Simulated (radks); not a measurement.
The numbers below are computed, except where a source is named.
Xe III, configuration [Kr] 4d10 5s2 5p3 5d1 (not the ground configuration). Code: a radial shooting solver on a logarithmic mesh with Libxc functionals. Model: Dirac Kohn-Sham, PBE, spin-unpolarised, spherical densities, finite nucleus; open shells fill j = l - 1/2 first; Fermi nuclear charge, rms radius 4.7859 fm.

Spin-orbit splittings of the eigenvalues, e(l+1/2) - e(l-1/2), with zeta = 2 splitting/(2l+1) and mean radii in bohr:

shell  occ.  splitting (eV)  zeta (eV)  <r> j=l-1/2  <r> j=l+1/2
2p        6           324.6      216.4      0.09620       0.1020
3p        6           61.66      41.11       0.2962       0.3078
3d       10           13.03      5.213       0.2787       0.2824
4p        6           12.31      8.206       0.7454       0.7731
4d       10           1.996     0.7985       0.8672       0.8779
5p        3           1.601      1.067        2.010        2.086
5d        1          0.1479    0.05914        3.011        3.043
